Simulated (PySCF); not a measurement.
Isomers of C5H14Si3, from PySCF 2.14.0, PBE0-D3(BJ)/def2-SVP geometry optimisation, gas phase. One conformer each, no zero-point energy, no frequencies.

Question: Which is lowest in electronic energy at this level?
A. `[CH2:1]=[CH:2][Si:3]([SiH3:4])([SiH3:5])[CH:6]1[CH2:7][CH2:8]1` with C1–C2–Si3–Si4 -9°, C2–Si3–C6–C7 -160°: A = 1181, B = 822.0, C = 792.1 MHz, dipole 1.32 D
B. `[CH2:1]=[CH:2][CH:3]1[SiH2:4][CH2:5][SiH2:6][CH2:7][SiH2:8]1` with C1–C2–C3–Si4 120°, C2–C3–Si4–C5 65°, C3–Si4–C5–Si6 57°, Si4–C5–Si6–C7 -53°, C5–Si6–C7–Si8 53°: A = 1565, B = 946.6, C = 752.1 MHz, dipole 0.83 D
C. `[CH2:1]=[CH:2][SiH:3]1[CH2:4][SiH2:5][CH2:6][SiH2:7][CH2:8]1` with C1–C2–Si3–C4 1°, C2–Si3–C4–Si5 -177°, Si3–C4–Si5–C6 55°, C4–Si5–C6–Si7 -55°, Si5–C6–Si7–C8 54°: A = 1825, B = 812.3, C = 609.4 MHz, dipole 1.55 D
D. `[CH2:1]=[CH:2][C:3](=[CH2:4])[CH2:5][SiH2:6][SiH2:7][SiH3:8]` with C1–C2–C3–C4 178°, C2–C3–C5–Si6 75°, C3–C5–Si6–Si7 33°, C5–Si6–Si7–Si8 -73°: A = 1234, B = 913.9, C = 733.4 MHz, dipole 1.10 D
E. `[CH3:1][C:2]#[C:3][SiH2:4][C@@H:5]([SiH3:6])[SiH2:7][CH3:8]` with C3–Si4–C5–Si6 166°, Si4–C5–Si7–C8 63°: A = 1640, B = 632.4, C = 485.1 MHz, dipole 2.83 D

Answer: C. That is `C=C[SiH]1C[SiH2]C[SiH2]C1`, 7.0 kcal/mol below the next.

```csv
SMILES,mapped SMILES,E (Eh),relative (kcal/mol),relative (kJ/mol),dipole (D)
C=C[SiH]1C[SiH2]C[SiH2]C1,[CH2:1]=[CH:2][SiH:3]1[CH2:4][SiH2:5][CH2:6][SiH2:7][CH2:8]1,-1066.46011,0.0,0.0,1.55
C=CC1[SiH2]C[SiH2]C[SiH2]1,[CH2:1]=[CH:2][CH:3]1[SiH2:4][CH2:5][SiH2:6][CH2:7][SiH2:8]1,-1066.44899,7.0,29.2,0.83
CC#C[SiH2][C@@H]([SiH3])[SiH2]C,[CH3:1][C:2]#[C:3][SiH2:4][C@@H:5]([SiH3:6])[SiH2:7][CH3:8],-1066.39381,41.6,174.1,2.83
C=CC(=C)C[SiH2][SiH2][SiH3],[CH2:1]=[CH:2][C:3](=[CH2:4])[CH2:5][SiH2:6][SiH2:7][SiH3:8],-1066.38578,46.6,195.2,1.10
C=C[Si]([SiH3])([SiH3])C1CC1,[CH2:1]=[CH:2][Si:3]([SiH3:4])([SiH3:5])[CH:6]1[CH2:7][CH2:8]1,-1066.37855,51.2,214.1,1.32
```

As drawn, the highest has a three-membered ring and an Si–Si bond, which the lowest lacks.
